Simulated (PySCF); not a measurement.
# In³⁺ (indium, charge +3) across methods

[Kr] 4d10, closed-shell 1S. Calculation: PySCF 2.14, in aug-cc-pwCVTZ-PP with ECP28MDF; scalar relativity through the core potential.

```csv
method,E (hartree),mean ε 4s (eV),mean ε 4p (eV),mean ε 4d (eV),Σ⟨r²⟩ (bohr²),⟨S²⟩
r2SCAN,-188.2391,-154.69,-111.23,-48.103,23.05,0.000
PBE0,-188.1809,-157.57,-113.91,-50.186,23.11,0.000
PBE,-188.1594,-151.28,-108.85,-47.677,23.23,0.000
wB97X,-188.2292,-159.01,-115.78,-52.575,23.05,0.000
UHF,-187.41552,-175.26,-127.92,-56.544,22.92,0.000
HSE06,-188.1757,-157.15,-113.48,-49.759,23.11,0.000
BLYP,-188.1171,-151.29,-108.81,-47.582,23.29,0.000
B97-3,-188.2405,-158.05,-114.28,-50.315,23.07,0.000
LDA,-187.8021,-151.24,-108.85,-47.892,23.34,0.000
```

Energies and moments cover only the electrons outside the core potential.
